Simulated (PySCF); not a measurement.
## Mass spectrum arithmetic for [ReO4]-

Species: `[O]=[Re-](=[O])(=[O])=[O]` ([ReO4]-).

All values are calculated from tables of isotopes.

Q: What are the average molar mass and the monoisotopic mass?

A: For [ReO4]-, with standard atomic weights, 1 × 186.207 + 4 × 15.999 = 250.203 g/mol. From the most abundant isotopes (187Re, 16O), 1 × 186.955753 + 4 × 15.994915 = 250.9354 u for neutral atoms; the ion's mass is 250.9360 u once 1 electron mass (0.000549 u) is added.

Q: What cluster does the ion itself show when like nominal masses merge?

A: 
```json
{"nominal mass": "249", "m/z (centroid)": "248.9332", "relative intensity": "59.5"}
{"nominal mass": "251", "m/z (centroid)": "250.9360", "relative intensity": "100.0"}
{"nominal mass": "252", "m/z (centroid)": "251.9402", "relative intensity": "0.2"}
{"nominal mass": "253", "m/z (centroid)": "252.9402", "relative intensity": "0.8"}
```

Lines under 0.1 % of the tallest are left out. Abundances used (%; other tables differ somewhat): 185Re 37.4, 187Re 62.6; 16O 99.757, 17O 0.038, 18O 0.205.

Q: Elemental analysis, calculated?

A: Re 74.42 %, O 25.58 %.

Q: List the species in which a single atom is changed from its most abundant isotope.

A: Intensity in % of the monoisotopic species:

| isotope | mass shift (u) | m/z | intensity (%) |
| --- | --- | --- | --- |
| 185Re | -2.00280 | 248.9332 | 59.74 |
| 17O | +1.00422 | 251.9402 | 0.15 |
| 18O | +2.00425 | 252.9402 | 0.82 |

Species under 0.02 % are left out.

Q: Protons, neutrons, electrons, and exact less nominal mass of the monoisotopic species?

A: 107 protons, 144 neutrons and 108 electrons; 250.9354 − 251 = -0.0646 u, electron masses as for neutral atoms.

Q: What share of all these ions is the monoisotopic species?

A: 0.626 × 0.99757^4 = 61.99 %.
